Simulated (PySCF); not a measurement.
# What a mistake does to a calculation on B2CGeH6

All numbers below are calculated, not measured. The program is PySCF 2.14.0, an open-source quantum chemistry code, run on an isolated molecule that a program drew, which may never have been made. The molecule is B2CGeH6 (charge 0, singlet), drawn as the SMILES string `[BH2][Ge]([BH2])=[CH2]`.

Each row is a Hartree-Fock (HF) and frozen-core CCSD(T) single point in the cc-pVDZ basis, meant for a local HF minimum. Run 1 is clean. Each other run has one planted mistake out of seven kinds, and not every kind appears here: one electron removed, one electron added, multiplicity raised by two, geometry at a saddle point, minimal basis STO-3G, one bond length entered in bohr, all coordinates scaled. The reference is restricted for singlets and unrestricted otherwise, and also for a bond in bohr. Adding or removing an electron swaps singlet and doublet. Electrons count all cores. HOMO and LUMO are orbital energies over both spins, the gradient is its largest component, and the lowest frequency (negative if imaginary) is given only where the gradient is small. Bond lengths are over the 9 bonds as drawn. T1 is the CCSD diagnostic: over 0.02 (restricted) or 0.045 (unrestricted) a single reference is doubtful. Germanium has the cc-pVDZ-PP basis, with a core potential (ECP10MDF) in place of its 10 inner electrons, and its 3s, 3p and 3d shells are frozen in CCSD(T).

Geometry of the clean run:
```xyz
10
B2CGeH6, angstrom
B    -0.9732   -0.7269   -1.1990
Ge    0.4341    0.4896   -0.3276
B     2.4593    0.1760   -0.1885
C    -0.1797    2.0122    0.3976
H    -0.6814   -1.7670   -1.7175
H    -2.1224   -0.3872   -1.1895
H     3.1390    0.9975    0.3585
H     2.9838   -0.8035   -0.6373
H     0.4717    2.7313    0.8838
H    -1.2303    2.2836    0.3830
```

```
run,electrons,basis functions,<S^2>,HOMO (eV),LUMO (eV),gradient (hartree/bohr),lowest frequency (cm^-1),mean bond (Å),longest bond (Å),T1,HF (hartree),CCSD(T) (hartree),mistake
1,54,95,0.000,-8.12,0.50,3.5e-05,127,1.4296,2.054,0.0153,-383.99699,-384.46731,no fault
2,54,95,0.000,-8.36,0.56,3.0e-02,-,1.3796,1.982,0.0145,-383.98532,-384.44933,all coordinates scaled
3,53,95,0.756,-16.18,-6.57,4.2e-02,-,1.4296,2.054,0.0136,-383.74334,-384.15292,one electron removed
4,54,95,2.019,-6.93,-0.29,7.6e-02,-,1.4296,2.054,0.0171,-383.97574,-384.40602,multiplicity raised by two
5,55,95,1.086,-1.09,5.89,6.7e-02,-,1.4296,2.054,0.0554,-384.01662,-384.49609,?
6,54,95,1.566,-8.06,1.08,3.2e-02,-,1.6327,3.882,0.0527,-383.91467,-384.34072,?
```

**Which mistake was planted in run 5, and what did it cost?**

It counts 55 electrons, one more than the clean run, at the same geometry and basis. So the mistake is: one electron added. Subtracting run 1 and multiplying by 627.51 kcal/mol a hartree, the energy moved by -12.3 kcal/mol in HF and -18.1 kcal/mol in CCSD(T).

**Which mistake was planted in run 6, and what did it cost?**

The mean bond changes by a factor of 1.142 and the longest by 1.890, so the molecule wasn't scaled as a whole. A length L in bohr read as angstrom grows by (1/0.5292 - 1) L = 0.890 L. The 9 bonds together grew by 9 x 0.2031 = 1.828 Å, which gives L = 2.054 Å. That is the length of one of the B-Ge bonds, 2.054 Å in the clean geometry. So the mistake is: one bond length entered in bohr. Subtracting run 1 and multiplying by 627.51 kcal/mol a hartree, the energy moved by 51.7 kcal/mol in HF and 79.4 kcal/mol in CCSD(T).

Cautions from the logs. Run 5: T1 is over the limit, so its CCSD(T) energy is less reliable; run 6: T1 is over the limit, so its CCSD(T) energy is less reliable.
